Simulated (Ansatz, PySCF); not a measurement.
5-fluorofuran-3-one (C4H3FO2), SMILES O=C1C=C(F)OC1. Atoms are numbered in the order given.

```xyz
10

O     -0.5531    -2.3851     0.0000
C     -0.2457    -1.2183     0.0000
C     -1.0608    -0.0133     0.0000
C     -0.1823     1.0147     0.0000
F     -0.4252     2.2877     0.0000
O      1.1050     0.7263     0.0000
C      1.2006    -0.7005     0.0000
H     -2.1445     0.0522     0.0000
H      1.7483    -1.0230     0.8974
H      1.7483    -1.0230    -0.8974
```
Charge 0, spin multiplicity 1.

Geometry optimised at PBE0-D3(BJ)/def2-SVP. Other conformers were not sampled.

Two levels are set side by side: PBE-D3(BJ)/def2-SVP (Ansatz, a program for electronic structure) and PBE0-D3(BJ)/def2-SVP (Ansatz). Each level has its own optimised geometry; the coordinates shown are those of the second. Frequencies come from the Hessian of PySCF at each geometry. Differences are taken from unrounded values.

| quantity | PBE0-D3(BJ) |
|---|---|
| mean bond length (Å) | 1.288 |
| bond O1–C2 (Å) | 1.207 |
| bond C2–C3 (Å) | 1.455 |
| bond C2–C7 (Å) | 1.536 |
| bond C3–C4 (Å) | 1.352 |
| bond C4–F5 (Å) | 1.296 |
| bond C4–O6 (Å) | 1.319 |
| bond O6–C7 (Å) | 1.430 |
| bond C3–H8 (Å) | 1.086 |
| bond C7–H9 (Å) | 1.100 |
| bond C7–H10 (Å) | 1.100 |
| highest harmonic wavenumber (cm⁻¹) | 3311 |
| mean harmonic wavenumber (cm⁻¹) | 1235 |
| zero-point energy (kcal/mol) | 42.39 |

Question: What does PBE-D3(BJ) give, and how far is it from PBE0-D3(BJ)? (The exact figures need the calculation; the answer reports its results.)

Answer: 
| quantity | PBE-D3(BJ) | PBE-D3(BJ) minus PBE0-D3(BJ) |
|---|---|---|
| mean bond length (Å) | 1.300 | 0.012 |
| bond O1–C2 (Å) | 1.221 | 0.014 |
| bond C2–C3 (Å) | 1.462 | 0.007 |
| bond C2–C7 (Å) | 1.551 | 0.015 |
| bond C3–C4 (Å) | 1.365 | 0.013 |
| bond C4–F5 (Å) | 1.312 | 0.016 |
| bond C4–O6 (Å) | 1.334 | 0.015 |
| bond O6–C7 (Å) | 1.449 | 0.019 |
| bond C3–H8 (Å) | 1.093 | 0.008 |
| bond C7–H9 (Å) | 1.108 | 0.009 |
| bond C7–H10 (Å) | 1.108 | 0.009 |
| highest harmonic wavenumber (cm⁻¹) | 3222 | -90 |
| mean harmonic wavenumber (cm⁻¹) | 1184 | -51 |
| zero-point energy (kcal/mol) | 40.63 | -1.75 |

GGA bonds tend to be longer and softer than those of functionals with exact exchange. Differences between two approximate levels are no errors against the true value.
